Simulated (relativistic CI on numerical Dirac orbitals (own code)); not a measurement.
**Forbidden lines of Tc¹⁰⁺**

Computed by Dirac-Coulomb-Breit CI, KLI orbitals optimised for each configuration, model QED, unscaled Slater integrals (own radial code, finite nucleus).

Configuration list (outside the closed core [Ar] 3d10): 4s2.4p3, 4s.4p4, 4p5, 4s2.4p2.4d, 4s.4p3.4d, 4s2.4p2.4f, 4s.4p3.4f, 4p4.4d, 4s2.4p2.5s, 4s.4p2.4d2, 4s2.4p2.5p, 4s2.4p.4d.4f, 4s2.4p.4d2, 4s2.4d3, 4s.4p.4d3, 4s2.4d2.4f, 4s.4p.4d2.4f, 4s2.4d2.5s, 4p3.4d2, 4p2.4d3, 4p2.4d2.4f, 4p2.4d2.5s. Double excitations out of closed p, d and f shells are left out; levels of such configurations are missing from the list, as are those of other unlisted configurations, and high levels can miss mixing partners. These lack a partner that the ground configuration has and come out too high: 4s2.4p2.5p.

```
λ vac (Å)                   Lower                   Upper  Type   A (s⁻¹)  E lower (cm⁻¹)  E upper (cm⁻¹)
   271.11     4s2.4p3 2D°_5/2 [3]  4s2.4p2.4d 4F_9/2 [21]    M2  7.22e+01           40735          409589
   472.95       4s.4p4 4P_5/2 [6]  4s2.4p2.4d 2G_9/2 [26]    E2  1.15e+02          240890          452329
   592.77       4s.4p4 4P_5/2 [6]  4s2.4p2.4d 4F_9/2 [21]    E2  1.07e+02          240890          409589
   682.87      4s.4p4 2D_5/2 [10]  4s2.4p2.4d 2G_9/2 [26]    E2  5.64e+01          305888          452329
   964.31      4s.4p4 2D_5/2 [10]  4s2.4p2.4d 4F_9/2 [21]    E2  4.90e+00          305888          409589
   1228.1     4s2.4p3 4S°_3/2 [1]     4s2.4p3 2P°_3/2 [5]    M1  4.58e+02               0           81429
   1575.4     4s2.4p3 4S°_3/2 [1]     4s2.4p3 2P°_1/2 [4]    M1  5.94e+02               0           63474
   1861.3  4s2.4p2.4d 4F_7/2 [17]  4s2.4p2.4d 2G_9/2 [26]    M1  2.46e+02          398603          452329
   1970.3     4s2.4p3 2D°_3/2 [2]     4s2.4p3 2P°_3/2 [5]    M1  9.50e+02           30675           81429
   2339.7  4s2.4p2.4d 4F_9/2 [21]  4s2.4p2.4d 2G_9/2 [26]    M1  2.90e+02          409589          452329
   2454.9     4s2.4p3 4S°_3/2 [1]     4s2.4p3 2D°_5/2 [3]    E2  1.14e+00               0           40735
   2454.9     4s2.4p3 4S°_3/2 [1]     4s2.4p3 2D°_5/2 [3]    M1  2.88e+01               0           40735
   2457.4     4s2.4p3 2D°_5/2 [3]     4s2.4p3 2P°_3/2 [5]    M1  2.41e+02           40735           81429
   3048.9     4s2.4p3 2D°_3/2 [2]     4s2.4p3 2P°_1/2 [4]    M1  9.24e+01           30675           63474
   3260.0     4s2.4p3 4S°_3/2 [1]     4s2.4p3 2D°_3/2 [2]    M1  2.58e+02               0           30675
   4900.5  4s2.4p2.4d 4D_7/2 [23]  4s2.4p2.4d 2G_9/2 [26]    M1  2.45e+01          431923          452329
   5569.6     4s2.4p3 2P°_1/2 [4]     4s2.4p3 2P°_3/2 [5]    M1  3.76e+01           63474           81429
   9102.9  4s2.4p2.4d 4F_7/2 [17]  4s2.4p2.4d 4F_9/2 [21]    M1  2.83e+01          398603          409589
   9940.5     4s2.4p3 2D°_3/2 [2]     4s2.4p3 2D°_5/2 [3]    M1  8.11e+00           30675           40735
```

Terms are leading LS components. Brackets give the number of a level in order of energy, since labels repeat. The list gives strong lines, with weight on those to low levels, among the lowest 200 of 3656 levels, so that lines to higher ones, which can be the strongest, are missing. Levels whose partners in the same complex of configurations lie outside the list can be far off, and so can their lines. Rates are taken at the computed energies, electric ones in the length gauge.

At this charge energies of transitions that change n are usually good to better than 1 %, and those within a shell (Δn = 0) to a few per cent.

Question: From the table, what is the radiative lifetime of 4s2.4p2.4d 2G_9/2?

Answer: The listed rates from this level add up to about 7.32e+02 s⁻¹, 98 % of its decay; with all channels τ = 1.34e-03 s.

LS names give the leading component of a level, which can be under half, so a name can repeat, a term be missing and a line seem to break the LS rules.
